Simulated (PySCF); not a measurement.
Isomers of H10O2Si4, mass 153.976 u with the commonest isotopes. The calculation used PBE0-D3(BJ)/def2-SVP geometry optimisation, gas phase (PySCF 2.14.0). One conformer each, none proved a minimum here; rigid rotors.

Problem. Order these by out-of-plane moment Σ m c² = (Ia + Ib − Ic)/2, smallest first.
A. `[SiH3:1][O:2][SiH2:3][O:4][SiH2:5][SiH3:6]` with Si1–O2–Si3–O4 118°, O2–Si3–O4–Si5 31°, Si3–O4–Si5–Si6 -19°
B. `[OH:1][SiH2:2][Si@H:3]([SiH3:4])[O:5][SiH3:6]` with H–O1–Si2–Si3 177°, O1–Si2–Si3–Si4 -22°, Si2–Si3–O5–Si6 87°
C. `[SiH3:1][O:2][SiH2:3][SiH2:4][O:5][SiH3:6]` with Si1–O2–Si3–Si4 -121°, O2–Si3–Si4–O5 179°, Si3–Si4–O5–Si6 -179°

Solution. C (17.63 u·Å²), A (21.96 u·Å²), B (58.72 u·Å²).

Problem. Order these by rotational constant A, largest first.
A. `[SiH3:1][O:2][SiH2:3][SiH2:4][O:5][SiH3:6]` with Si1–O2–Si3–Si4 -121°, O2–Si3–Si4–O5 179°, Si3–Si4–O5–Si6 -179°
B. `[SiH3:1][O:2][SiH2:3][O:4][SiH2:5][SiH3:6]` with Si1–O2–Si3–O4 118°, O2–Si3–O4–Si5 31°, Si3–O4–Si5–Si6 -19°
C. `[OH:1][SiH2:2][Si@H:3]([SiH3:4])[O:5][SiH3:6]` with H–O1–Si2–Si3 177°, O1–Si2–Si3–Si4 -22°, Si2–Si3–O5–Si6 87°

Solution. A (6734 MHz), B (1783 MHz), C (1741 MHz).

Problem. Order these by dipole moment, largest first.
A. `[SiH3:1][O:2][SiH2:3][O:4][SiH2:5][SiH3:6]` with Si1–O2–Si3–O4 118°, O2–Si3–O4–Si5 31°, Si3–O4–Si5–Si6 -19°
B. `[SiH3:1][O:2][SiH2:3][SiH2:4][O:5][SiH3:6]` with Si1–O2–Si3–Si4 -121°, O2–Si3–Si4–O5 179°, Si3–Si4–O5–Si6 -179°
C. `[OH:1][SiH2:2][Si@H:3]([SiH3:4])[O:5][SiH3:6]` with H–O1–Si2–Si3 177°, O1–Si2–Si3–Si4 -22°, Si2–Si3–O5–Si6 87°

Solution. C (1.56 D), A (0.64 D), B (0.35 D).

```json
{"SMILES": "[SiH3]O[SiH2]O[SiH2][SiH3]", "point group": "C1", "Ia (u·Å²)": "283.43", "Ib (u·Å²)": "489.21", "Ic (u·Å²)": "728.72", "κ": "-0.38", "μa (D)": "0.61", "μb (D)": "0.17", "μc (D)": "0.03"}
{"SMILES": "[SiH3]O[SiH2][SiH2]O[SiH3]", "point group": "C1", "Ia (u·Å²)": "75.05", "Ib (u·Å²)": "1180.89", "Ic (u·Å²)": "1220.68", "κ": "-1.00", "μa (D)": "0.06", "μb (D)": "0.19", "μc (D)": "0.28"}
{"SMILES": "O[SiH2][Si@H]([SiH3])O[SiH3]", "point group": "C1", "Ia (u·Å²)": "290.32", "Ib (u·Å²)": "554.83", "Ic (u·Å²)": "727.71", "κ": "-0.59", "μa (D)": "1.06", "μb (D)": "0.84", "μc (D)": "0.78"}
```
